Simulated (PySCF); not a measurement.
## What binds SnF⁺: the parts of the energy along the bond

State: ¹Σ⁺, singlet, closed shell. RHF-based CCSD(T) in PySCF 2.14 with Sn cc-pwCVDZ-PP with ECP28, F aug-cc-pVDZ and Sn cc-pwCVTZ-PP with ECP28, F aug-cc-pVTZ (frozen core orbitals: 5; scalar-relativistic core potentials). Correlation energies are extrapolated as n⁻³ (n = 2, 3), Hartree–Fock as (n+1)·exp(−9√n). CV is the change on freezing 4 orbitals instead, in Sn cc-pwCVTZ-PP with ECP28, F cc-pwCVTZ. All energies in eV from Sn⁺ + F.

```
 R (Å)  HF/CBS  CCSD corr.      (T)       CV   total
1.6680  -2.480      -1.743  -0.1777  -0.0105  -4.411
1.7438  -3.008      -1.760  -0.1926  -0.0087  -4.969
1.8196  -3.211      -1.782  -0.2082  -0.0073  -5.209
1.8954  -3.193      -1.807  -0.2243  -0.0062  -5.231
1.9712  -3.027      -1.834  -0.2407  -0.0053  -5.107
2.0660  -2.687      -1.867  -0.2616  -0.0045  -4.821
2.1608  -2.261      -1.899  -0.2828  -0.0039  -4.447
```

A fit to the total gives Re = 1.8661 Å, De = 5.243 eV, ωe = 697.6 cm⁻¹, Be = 0.2952 cm⁻¹ (masses 119.9022 and 18.9984 u).

Problem. At R = 1.8954 Å the CCSD correlation energy is -0.524718 hartree in the smaller basis and -0.743903 in the larger. Extrapolate it.

Solution. (3³·E3 − 2³·E2)/(3³ − 2³) = -0.83619 hartree; the larger basis holds 89.0 % of it.

The T1 diagnostic is 0.020. The open-shell atoms are computed with UHF. Spin–orbit coupling, excitations beyond (T) and corrections to the Born–Oppenheimer picture are left out, and spin–orbit coupling matters for open p, d or f shells this heavy.
